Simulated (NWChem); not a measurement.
System: C2H7GaO; SMILES CC[O][GaH2]

The following NWChem deck was run.

```
start job
memory heap 200 mb stack 900 mb global 1100 mb
geometry units angstroms noautosym nocenter noautoz
  Ga    -0.067637    -1.048153     0.000335
  H      0.806493    -2.337195    -0.007141
  H     -1.626604    -0.926445     0.008608
  O      0.948348     0.415945    -0.001497
  C      0.668657     1.783958     0.003343
  C     -0.801071     2.154448     0.000327
  H      1.154496     2.236873     0.889303
  H      1.159819     2.243521    -0.876186
  H     -1.320221     1.759044     0.888485
  H     -0.919863     3.249181     0.002349
  H     -1.315175     1.762846    -0.892477
end
basis spherical
  Ga library def2-tzvp
  H library def2-tzvp
  O library def2-tzvp
  C library def2-tzvp
end
dft
  xc hfexch
  iterations 150
  semidirect filesize 400000000
end
property
  efieldgrad
end
task dft property
```

Excerpt of the output:

```
             Northwest Computational Chemistry Package (NWChem) 7.3.0
             --------------------------------------------------------

                             Geometry "geometry" -> ""
                             -------------------------

 Output coordinates in angstroms (scale by  1.889725989 to convert to a.u.)

  No.       Tag          Charge          X              Y              Z
 ---- ---------------- ---------- -------------- -------------- --------------
    1 Ga                  31.0000    -0.06763700    -1.04815300     0.00033500
    2 H                    1.0000     0.80649300    -2.33719500    -0.00714100
    3 H                    1.0000    -1.62660400    -0.92644500     0.00860800
    4 O                    8.0000     0.94834800     0.41594500    -0.00149700
    5 C                    6.0000     0.66865700     1.78395800     0.00334300
    6 C                    6.0000    -0.80107100     2.15444800     0.00032700
    7 H                    1.0000     1.15449600     2.23687300     0.88930300
    8 H                    1.0000     1.15981900     2.24352100    -0.87618600
    9 H                    1.0000    -1.32022100     1.75904400     0.88848500
   10 H                    1.0000    -0.91986300     3.24918100     0.00234900
   11 H                    1.0000    -1.31517500     1.76284600    -0.89247700

 Effective nuclear repulsion energy (a.u.)     262.7196744296

  xc_inp: hfexch multiplicative factor not found.
                              NWChem Property Module
                              ----------------------

  itol2e modified to match energy
  convergence criterion.

                                 NWChem DFT Module
                                 -----------------

 Summary of "ao basis" -> "ao basis" (spherical)
 ------------------------------------------------------------------------------
       Tag                 Description            Shells   Functions and Types
 ---------------- ------------------------------  ------  ---------------------
 Ga                        def2-tzvp                16       48   6s5p4d1f
 H                         def2-tzvp                 4        6   3s1p
 O                         def2-tzvp                11       31   5s3p2d1f
 C                         def2-tzvp                11       31   5s3p2d1f

  itol2e modified to match energy
  convergence criterion.

            General Information
            -------------------
          SCF calculation type: DFT
          Wavefunction type:  closed shell.
          No. of atoms     :    11
          No. of electrons :    58
           Alpha electrons :    29
            Beta electrons :    29
          Charge           :     0
          Spin multiplicity:     1
          Use of symmetry is: off; symmetry adaption is: off
          Maximum number of iterations: 150
          AO basis - number of functions:   183
                     number of shells:    77
          Convergence on energy requested:  1.00D-07
          Convergence on density requested:  1.00D-05
          Convergence on gradient requested:  5.00D-04

              XC Information
              --------------
                     Hartree-Fock (Exact) Exchange  1.000

      Superposition of Atomic Density Guess
      -------------------------------------

 Sum of atomic energies:       -2076.85031234

      Non-variational initial energy
      ------------------------------

 Total energy =   -2078.720624
 1-e energy   =   -3415.285081
 2-e energy   =    1073.844783
 HOMO         =      -0.347743
 LUMO         =       0.000504

------------------------------------------------------------
EAF file 0: "./job.aoints.0" size=518520832 bytes
------------------------------------------------------------
               write      read    awrite     aread      wait
               -----      ----    ------     -----      ----
     calls:      989         0         0         0         0
   data(b): 5.19e+08  0.00e+00  0.00e+00  0.00e+00
   time(s): 0.00e+00  0.00e+00  0.00e+00  0.00e+00  0.00e+00
rate(mb/s): 0.00e+00  0.00e+00
------------------------------------------------------------

   convergence    iter        energy       DeltaE   RMS-Dens  Diis-err
 ---------------- ----- ----------------- --------- --------- ---------
 d= 0,ls=0.0,diis     1  -2077.9029494581 -2.34D+03  2.96D-03  6.37D-01
 d= 0,ls=0.0,diis     2  -2077.9583686090 -5.54D-02  1.26D-03  3.03D-01
 d= 0,ls=0.0,diis     3  -2077.9840736231 -2.57D-02  3.90D-04  8.30D-03
 d= 0,ls=0.0,diis     4  -2077.9854244806 -1.35D-03  8.14D-05  2.92D-04
 d= 0,ls=0.0,diis     5  -2077.9854708233 -4.63D-05  2.54D-05  3.44D-05
  Resetting Diis
 d= 0,ls=0.0,diis     6  -2077.9854744738 -3.65D-06  8.42D-06  3.15D-06
 d= 0,ls=0.0,diis     7  -2077.9854747907 -3.17D-07  2.88D-06  2.69D-07
 d= 0,ls=0.0,diis     8  -2077.9854748285 -3.77D-08  8.51D-07  9.29D-08

         Total DFT energy =    -2077.985474828452
      One electron energy =    -3419.050086278391
           Coulomb energy =     1173.102609520945
    Exchange-Corr. energy =      -94.757672500639
 Nuclear repulsion energy =      262.719674429633

 Numeric. integr. density =        0.000000000000

                       DFT Final Molecular Orbital Analysis
                       ------------------------------------

 Vector   27  Occ=2.000000D+00  E=-4.494871D-01
              MO Center=  3.8D-01, -5.8D-01, -2.3D-03, r^2= 4.4D+00
   Bfn.  Coefficient  Atom+Function         Bfn.  Coefficient  Atom+Function
  ----- ------------  ---------------      ----- ------------  ---------------
    17      0.236820   1 Ga py               50     -0.223700   2 H  s
    66     -0.197011   4 O  px               69     -0.180718   4 O  px
    16     -0.143228   1 Ga px               51     -0.139132   2 H  s
    49     -0.125955   2 H  s                97      0.125339   5 C  px
    72     -0.124311   4 O  px              128     -0.114413   6 C  px

 Vector   28  Occ=2.000000D+00  E=-4.172100D-01
              MO Center=  8.1D-01,  1.1D+00,  9.1D-03, r^2= 2.1D+00
   Bfn.  Coefficient  Atom+Function         Bfn.  Coefficient  Atom+Function
  ----- ------------  ---------------      ----- ------------  ---------------
    68      0.341310   4 O  pz               71      0.316283   4 O  pz
    74      0.243672   4 O  pz               99     -0.181798   5 C  pz
   155     -0.178971   7 H  s               161      0.172595   8 H  s
   102     -0.156683   5 C  pz              156     -0.124166   7 H  s
   162      0.119517   8 H  s               154     -0.102930   7 H  s

[...]

          -----------------------
          Electric field gradient
          -----------------------

 1 a.u. = 0.324123 10**(16) esu/cm**3  ( or statvolts/cm**2 ) = 0.97174 10**(22) v/m**2

 ------------------------------------------------------------
   Atom      X         Y         Z
 ------------------------------------------------------------
    1 Ga  -0.12782  -1.98072   0.00063
 ------------------------------------------------------------

 Electric field gradient in molecular frame (a.u.)
         XX             YY             ZZ             XY             XZ             YZ
 ------------------------------------------------------------------------------------------
        2.035636       1.463079      -3.498714      -0.567700      -0.029555       0.014807

 Principal components (a.u.) and orientation
 of principal axis w.r.t. absolute frame                      Asymmetry parameter eta
 --------------------------------------------------------------------------------------
       -3.498901       2.385339       1.113561                       0.363479

        0.005094       0.851541       0.524263
       -0.002401      -0.524258       0.851556
        0.999984      -0.005597      -0.000626

 ------------------------------------------------------------
   Atom      X         Y         Z
 ------------------------------------------------------------
    2 H    1.52405  -4.41666  -0.01349
 ------------------------------------------------------------

 Electric field gradient in molecular frame (a.u.)
         XX             YY             ZZ             XY             XZ             YZ
 ------------------------------------------------------------------------------------------
        0.006772      -0.067606       0.060834       0.090148       0.000489      -0.000763

 Principal components (a.u.) and orientation
 of principal axis w.r.t. absolute frame                      Asymmetry parameter eta
 --------------------------------------------------------------------------------------
       -0.127939       0.067100       0.060839                       0.048944

       -0.556161       0.831059       0.005023
        0.831061       0.556176      -0.002417
        0.004802      -0.002831       0.999984

 ------------------------------------------------------------
   Atom      X         Y         Z
 ------------------------------------------------------------
    3 H   -3.07384  -1.75073   0.01627
 ------------------------------------------------------------

 Electric field gradient in molecular frame (a.u.)
         XX             YY             ZZ             XY             XZ             YZ
 ------------------------------------------------------------------------------------------
       -0.122333       0.063310       0.059023       0.014460       0.000969      -0.000073

 Principal components (a.u.) and orientation
 of principal axis w.r.t. absolute frame                      Asymmetry parameter eta
 --------------------------------------------------------------------------------------
       -0.123458       0.064429       0.059028                       0.043746

        0.997002       0.077196       0.005282
       -0.077193       0.997016      -0.000743
       -0.005324       0.000334       0.999986

 ------------------------------------------------------------
   Atom      X         Y         Z
 ------------------------------------------------------------
    4 O    1.79212   0.78602  -0.00283
 ------------------------------------------------------------

 Electric field gradient in molecular frame (a.u.)
         XX             YY             ZZ             XY             XZ             YZ
 ------------------------------------------------------------------------------------------
        0.800902      -1.656914       0.856012      -0.001224       0.000800      -0.006466

 Principal components (a.u.) and orientation
 of principal axis w.r.t. absolute frame                      Asymmetry parameter eta
 --------------------------------------------------------------------------------------
       -1.656932       0.856040       0.800891                       0.033284

        0.000497       0.014567       0.999894
        0.999997      -0.002580      -0.000460
        0.002573       0.999891      -0.014568

 ------------------------------------------------------------
   Atom      X         Y         Z
 ------------------------------------------------------------
    5 C    1.26358   3.37119   0.00632
 ------------------------------------------------------------

 Electric field gradient in molecular frame (a.u.)
         XX             YY             ZZ             XY             XZ             YZ
 ------------------------------------------------------------------------------------------
        0.137176      -0.321919       0.184743       0.070375      -0.000015      -0.001838

 Principal components (a.u.) and orientation
 of principal axis w.r.t. absolute frame                      Asymmetry parameter eta
 --------------------------------------------------------------------------------------
       -0.332470       0.184751       0.147719                       0.111386

       -0.148190      -0.007136       0.988933
        0.988953      -0.004618       0.148160
        0.003510       0.999964       0.007741

 ------------------------------------------------------------
   Atom      X         Y         Z
 ------------------------------------------------------------
    6 C   -1.51380   4.07132   0.00062
 ------------------------------------------------------------

 Electric field gradient in molecular frame (a.u.)
         XX             YY             ZZ             XY             XZ             YZ
 ------------------------------------------------------------------------------------------
        0.020068      -0.002756      -0.017312      -0.009930      -0.000167      -0.000061

 Principal components (a.u.) and orientation
 of principal axis w.r.t. absolute frame                      Asymmetry parameter eta
 --------------------------------------------------------------------------------------
        0.023783      -0.017313      -0.006470                       0.455908

        0.936585       0.006824       0.350374
       -0.350425       0.008834       0.936549
       -0.003296       0.999938      -0.010665

 ------------------------------------------------------------
   Atom      X         Y         Z
 ------------------------------------------------------------
    7 H    2.18168   4.22708   1.68054
 ------------------------------------------------------------

 Electric field gradient in molecular frame (a.u.)
         XX             YY             ZZ             XY             XZ             YZ
 ------------------------------------------------------------------------------------------
        0.064680       0.061415      -0.126095      -0.069733      -0.147946      -0.135917

 Principal components (a.u.) and orientation
 of principal axis w.r.t. absolute frame                      Asymmetry parameter eta
 --------------------------------------------------------------------------------------
       -0.275887       0.146109       0.129778                       0.059193

        0.432700       0.815272      -0.384840
        0.412480       0.200541       0.888619
        0.801642      -0.543245      -0.249510

 ------------------------------------------------------------
   Atom      X         Y         Z
 ------------------------------------------------------------
    8 H    2.19174   4.23964  -1.65575
 ------------------------------------------------------------

 Electric field gradient in molecular frame (a.u.)
         XX             YY             ZZ             XY             XZ             YZ
 ------------------------------------------------------------------------------------------
        0.062889       0.059340      -0.122229      -0.071686       0.148556       0.136931

 Principal components (a.u.) and orientation
 of principal axis w.r.t. absolute frame                      Asymmetry parameter eta
 --------------------------------------------------------------------------------------
       -0.275921       0.146128       0.129793                       0.059199

       -0.437515       0.811519      -0.387321
       -0.418595       0.197410       0.886458
        0.795838       0.549969       0.253328

 ------------------------------------------------------------
   Atom      X         Y         Z
 ------------------------------------------------------------
    9 H   -2.49486   3.32411   1.67899
 ------------------------------------------------------------

 Electric field gradient in molecular frame (a.u.)
         XX             YY             ZZ             XY             XZ             YZ
 ------------------------------------------------------------------------------------------
        0.049607       0.088429      -0.138036      -0.071236       0.163890       0.128959

 Principal components (a.u.) and orientation
 of principal axis w.r.t. absolute frame                      Asymmetry parameter eta
 --------------------------------------------------------------------------------------
       -0.290341       0.148071       0.142271                       0.019977

       -0.465276       0.412966       0.782928
       -0.362452       0.718064      -0.594149
        0.807556       0.560217       0.184418

[...]
```

Level: Hartree-Fock/def2-TZVP. All runs use the structure optimised with PBE0/def2-SVP. NWChem prints the field gradient with the sign opposite to the second derivative of the potential.
